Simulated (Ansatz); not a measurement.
SiN-, closed-shell singlet (lowest of 2S+1 = 1, 3, 5 at CCSD(T)/def2-TZVPP on PBE0 minima; our sources give no spin for the ground state, which may be another), most abundant isotopes (14.0031 and 27.9769 u). Constants from fifth-degree fits in 1/R to seven points on the lowest solution found; no spin–orbit coupling, no relativity up to Kr; ω_e x_e and α_e move by some per cent with the fit.

Frozen-core correlation. CBS: X⁻³ extrapolation of the correlation energy, Hartree–Fock from the larger set.

Programs: Ansatz (an electronic-structure program) with Gaussian orbitals. Values without a source in brackets are computed.

```
level                                          r_e (Å)  ω_e (cm⁻¹)  ω_e x_e (cm⁻¹)  α_e (cm⁻¹)
---------------------------------------------  -------  ----------  --------------  ----------
PBE/def2-TZVPP                                  1.6018      1132.7            5.35     0.00488
CCSD(T)/CBS(aug-cc-pV(Q+d)Z, aug-cc-pV(5+d)Z)   1.5960      1139.8            5.85     0.00515
```

**Question.** Derive the rotational constants, the centrifugal constant, the fundamental, the zero-point energy and the force constant.

**Answer.** 
μ = 9.33213 u.
- PBE/def2-TZVPP: B_e = 16.8576/(μ r_e²) = 0.70403 cm⁻¹; B₀ = B_e − α_e/2 = 0.70160 cm⁻¹; D = 4B_e³/ω_e² = 1.09e-06 cm⁻¹; fundamental ω_e − 2ω_e x_e = 1122 cm⁻¹; zero-point energy ω_e/2 − ω_e x_e/4 = 565 cm⁻¹; k = μ(2πcω_e)² = 705 N/m; the line J = 1 ← 0 at 2B₀ = 42.07 GHz
- CCSD(T)/CBS(aug-cc-pV(Q+d)Z, aug-cc-pV(5+d)Z): B_e = 16.8576/(μ r_e²) = 0.70915 cm⁻¹; B₀ = B_e − α_e/2 = 0.70657 cm⁻¹; D = 4B_e³/ω_e² = 1.10e-06 cm⁻¹; fundamental ω_e − 2ω_e x_e = 1128 cm⁻¹; zero-point energy ω_e/2 − ω_e x_e/4 = 568 cm⁻¹; k = μ(2πcω_e)² = 714 N/m; the line J = 1 ← 0 at 2B₀ = 42.37 GHz

Doubts at one or more of the structures used: a restricted determinant that unrestricted orbitals would lower (CCSD(T)/CBS(aug-cc-pV(Q+d)Z, aug-cc-pV(5+d)Z)).
